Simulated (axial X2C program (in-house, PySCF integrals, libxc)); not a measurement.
# Spin–orbit effects down a group: molecules with Si (ions), PBE0

Computed with an in-house all-electron X2C program for linear molecules (integrals from PySCF), spin-free (one-electron X2C) or two-component (2c: spin–orbit coupling with atomic mean-field Coulomb and Gaunt terms, which also bring small scalar terms), in Dyall basis sets with cores contracted in-house; open shells are unrestricted.

Basis sets: Al dyall-av3z, B dyall-av3z, Ga dyall-acv3z, Si dyall-av3z.

```tsv
molecule	spin-free state	Re (Å)	ωe (cm⁻¹)	De (eV)	2c state	Re 2c (Å)	ωe 2c (cm⁻¹)	De 2c (eV)
SiB⁻	M_S = 1, Λ = 1	1.862	818.0	3.55	Ω = 2	1.862	818.0	3.56
AlSi⁻	M_S = 1, Λ = 0	2.436	395.1	2.43	Ω = 1	2.436	395.0	2.43
GaSi⁻	M_S = 1, Λ = 0	2.428	318.6	2.24	Ω = 1	2.428	318.2	n/a
```

**Question.** Work out the shifts from the spin-free to the two-component result.

**Answer.** 

| molecule | 2c state | ΔRe (Å) | Δωe (cm⁻¹) | ΔDe (eV) |
| --- | --- | --- | --- | --- |
| SiB⁻ | Ω = 2 | 0.000 | 0.0 | 0.01 |
| AlSi⁻ | Ω = 1 | 0.000 | -0.1 | 0.00 |
| GaSi⁻ | Ω = 1 | 0.000 | -0.4 | n/a |

Shifts of one unit in the last digit are rounding.

Fragments in 2c: Si- + B, Si- + Al, Ga + Si-. Each entry is the lowest single determinant of a limited PBE0 search at one distance. De goes to single-determinant-based atoms at the same level (for ions the charge split of lowest energy) and is withheld (n/a) where an atom does not fit its ground term or J level. Main or longest-lived isotopes. One determinant is a doubtful description, or other states lie close, for SiB⁻, AlSi⁻, GaSi⁻; these need not be ground states, and all values refer to the states named. Some open-shell Ω = 0 determinants are out of reach, so the Ω given for SiB⁻, AlSi⁻, GaSi⁻ need not be the lowest component. With several unpaired electrons the Ω given is that of one determinant, not necessarily of the lowest component. Some light 2c atoms are not at their ground J level, so De misses part of their lowering (0.04 eV or less). The functionals have no current term, which raises determinants with orbital currents.
